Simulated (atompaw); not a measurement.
## What the settings do to the PAW (atompaw) potential of indium

Base potential:

| Property | Result |
| --- | --- |
| Element | In |
| Generator | atompaw 4.2.0.5 |
| Type | PAW |
| Functional | PBE |
| Relativity | scalar-relativistic |
| Frozen core | [Kr] |
| Valence charge | 13 |
| Reference configuration | 4d10 5s2 5p0 (charge +1) |
| Partial waves | 5s (bound): rc 2.50 bohr; 5s channel at -0.3 Ry: rc 2.60 bohr; 5p (bound, empty): rc 2.60 bohr; 5p channel at 4.55 Ry: rc 2.60 bohr; 4d (bound): rc 2.60 bohr; 4d channel at 1.25 Ry: rc 1.05 bohr |
| Local potential | bessel scheme, radius 1.80 bohr |
| Core correction | smooth core density matched at 2.05 bohr |
| Augmentation charge | sinc compensation charge, radius 2.45 bohr; PAW radius 2.60 bohr; waves and projectors: custom rrkj gramschmidtortho |

Cutoffs, loose and tight: the cutoffs (Ry, on a coarse ladder) from which the occupation-weighted sum of valence levels, in a spherical-Bessel basis at the reference potential, stays within 10 and 1 mRy of its value at 400 Ry. They see the waves, projectors and local potential, not the compensation charge or the core. A dash means not determined.

A true bound ghost makes a file unfit for plane-wave use even where its test errors are small: the radial tests pick states by their node count and pass the ghost by.

```csv
change,outcome,"cutoff, loose","cutoff, tight",bound ghosts
base,generated,15 Ry,25 Ry,none
core correction smooth core density matched at 1.22 bohr,generated,15 Ry,25 Ry,none
wave 5p channel at 4.55 Ry: rc 2.60 bohr becomes 5p channel at 0.09 Ry: rc 2.60 bohr,generated,15 Ry,25 Ry,none
"local potential bessel scheme, radius 2.42 bohr",generated,15 Ry,25 Ry,none
"augmentation sinc compensation charge, radius 1.34 bohr; PAW radius 2.60 bohr; waves and projectors: custom rrkj gramschmidtortho",generated,15 Ry,25 Ry,none
```

What comes out with this change to the base: waves 5s (bound); 5s channel at -0.3 Ry; 5p (bound); 5p channel at 4.55 Ry; 4d (bound); 4d channel at 1.25 Ry; augmentation sinc compensation charge, radius 2.45 bohr; PAW radius 2.60 bohr; waves and projectors: bloechl?

outcome: generated; cutoff, loose: 35 Ry; cutoff, tight: 40 Ry; bound ghosts: s.

What comes out with this change to the base: wave 4d (bound): rc 2.60 bohr becomes 4d (bound): rc 2.14 bohr?

outcome: generated; cutoff, loose: 25 Ry; cutoff, tight: 40 Ry; bound ghosts: none.

What comes out with this change to the base: wave 4d (bound): rc 2.60 bohr becomes 4d (bound): rc 1.50 bohr?

outcome: generated; cutoff, loose: 50 Ry; cutoff, tight: 100 Ry; bound ghosts: none.
